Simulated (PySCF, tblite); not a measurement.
Isomers of C5H15OPSi, one GFN2-xTB conformer each. Single-point energies are computed at PBE0/pcSseg-1 (PySCF, gas phase, no added dispersion term), electronic only.

Task: Rank them by PBE0/pcSseg-1 energy, lowest first (kcal/mol).
A. `[CH3:1][CH2:2][CH2:3][Si@H:4]([PH2:5])[O:6][CH2:7][CH3:8]` with C1–C2–C3–Si4 -74°, C2–C3–Si4–P5 -77°, C3–Si4–P5–H 152° and 59°, C3–Si4–O6–C7 158°, Si4–O6–C7–C8 -165°
B. `[CH3:1][O:2][CH2:3][Si@@H:4]([PH2:5])[CH:6]([CH3:7])[CH3:8]` with C1–O2–C3–Si4 180°, O2–C3–Si4–P5 -57°, C3–Si4–P5–H 45° and -48°, C3–Si4–C6–C7 174°
C. `[CH3:1][CH2:2][CH2:3][CH2:4][Si@H:5]([PH2:6])[O:7][CH3:8]` with C1–C2–C3–C4 180°, C2–C3–C4–Si5 -177°, C3–C4–Si5–P6 48°, C4–Si5–P6–H 152° and 59°, C4–Si5–O7–C8 -58°

Result: A (0.0), C (3.0), B (31.5).

As drawn, the lowest has an Si–O bond, which the highest lacks. GFN2-xTB itself gives, in the same order: 0.0, 2.2, 43.3. Both levels put the same isomer lowest; measured from each level's own lowest isomer, the values differ by up to 11.8 kcal/mol (COC[Si@@H](P)C(C)C: 43.3 against 31.5).

Task: Which frontier levels, dipoles and rotational constants go with these structures?

Result: 
```json
{"SMILES": "CCC[Si@H](P)OCC", "HOMO (eV, PBE0/pcSseg-1)": "-7.17", "LUMO (eV)": "0.51", "dipole (D)": "0.78", "A, B, C (MHz)": "1833, 744.5, 583.5"}
{"SMILES": "CCCC[Si@H](P)OC", "HOMO (eV, PBE0/pcSseg-1)": "-7.26", "LUMO (eV)": "0.67", "dipole (D)": "2.11", "A, B, C (MHz)": "1605, 733.7, 585.9"}
{"SMILES": "COC[Si@@H](P)C(C)C", "HOMO (eV, PBE0/pcSseg-1)": "-7.13", "LUMO (eV)": "0.75", "dipole (D)": "2.41", "A, B, C (MHz)": "1432, 999.3, 673.1"}
```

Task: What happens when harmonic zero-point energies from GFN2-xTB frequencies are added?

Result: 
```csv
SMILES,ZPE (kcal/mol),electronic (kcal/mol),with ZPE (kcal/mol)
CCC[Si@H](P)OCC,118.5,0.0,0.0
CCCC[Si@H](P)OC,118.5,3.0,3.0
COC[Si@@H](P)C(C)C,117.3,31.5,30.3
```

The zero-point energies span 1.2 kcal/mol. The order is unchanged.

Task: As an exercise, what shares would exp(−E/RT) give at 2000 K from these electronic energies alone (no entropy, no degeneracies)?

Result: RT = 3.974 kcal/mol: CCC[Si@H](P)OCC 68.0 %, CCCC[Si@H](P)OC 31.9 %, COC[Si@@H](P)C(C)C under 0.1 %.
